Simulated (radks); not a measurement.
Q: The table gives one normalised radial function P(r) = r R(r) of Lu25+ in [Kr] 4d10 (r in bohr). Method: scalar-relativistic Kohn-Sham, exchange-only LDA, spin-polarised, spherical densities, point nucleus; computed with a radial shooting solver on a logarithmic mesh with Libxc functionals.

r	P
0.002131	0.2568
0.002709	0.3003
0.003472	0.3477
0.004413	0.3930
0.005656	0.4337
0.00719	0.4596
0.009213	0.4610
0.01181	0.4220
0.01501	0.3308
0.01923	0.1690
0.02445	-0.0536
0.03133	-0.3286
0.03983	-0.5810
0.05104	-0.7279
0.06541	-0.6402
0.08315	-0.2633
0.1066	0.3563
0.1355	0.9140
0.1736	1.0434
0.2207	0.4864
0.2828	-0.6003
0.3624	-1.5495
0.4606	-1.7611
0.5903	-1.2640
0.7504	-0.6016
0.9616	-0.1714
1.222	-0.0288
1.567	-0.0022

Which n and l does it have? It may be an empty orbital.

A: n = 4, l = 0: the number of nodes gives n - l - 1 = 3, the rise at small r (about r^(l+1), flatter next to the nucleus through relativity) gives l, and the extent must fit the shell. The curve is that of 4s. 4s: eigenvalue -1232.5 eV, 3 radial nodes at r = 0.0232, 0.0930, 0.248 bohr, <r> = 0.453 bohr, 90 % of the charge inside 0.644 bohr.
